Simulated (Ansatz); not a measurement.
`FC[SiH3]` + `N=C=O` → `O=C=N[SiH3]` + fluoromethane  (ligand exchange at the Si–C bond)

Computed with Ansatz on PBE0-D4/def2-TZVP structures; ΔE is electronic, products minus reactants. CCSD(T)/CBS is the MP2 limit (def2-TZVPP, def2-QZVPP) plus CCSD(T) − MP2 in def2-TZVPP, frozen cores. This one scheme is used for every species. Functionals use def2-TZVPP. Each species was taken in one conformer, which may not be the lowest.

```
         level  ΔE (kJ/mol)  difference from CCSD(T)/CBS
        PBE-D4        -94.5                         14.8
       PBE0-D4       -103.6                          5.7
  CAM-B3LYP-D4       -111.8                         -2.5
           PBE        -94.6                         14.7
         BHLYP       -119.9                        -10.6
     CAM-B3LYP       -111.7                         -2.4
   HF/def2-SVP       -135.3                        -26.0
 HF/def2-TZVPP       -132.2                        -22.9
MP2/def2-TZVPP       -116.2                         -6.9
  HF/CBS(def2)       -133.1                        -23.8
   CCSD(T)/CBS       -109.3                            0
```

Largest T1 diagnostic among the species: 0.018.

From PBE to PBE0 (25 % exact exchange), in def2-TZVPP and without D4, ΔE moves by −9.1 kJ/mol. Leaving LDA and LC-ωPBE aside and taking each functional with its dispersion term where it has one, the values, not all of them listed here, spread over 25.8 kJ/mol, from BHLYP-D4 to revPBE-D4. In def2-TZVPP, CCSD(T) changes the Hartree–Fock value by +23.0 kJ/mol (the triples alone add +3.4 kJ/mol) and MP2 by +16.0 kJ/mol.
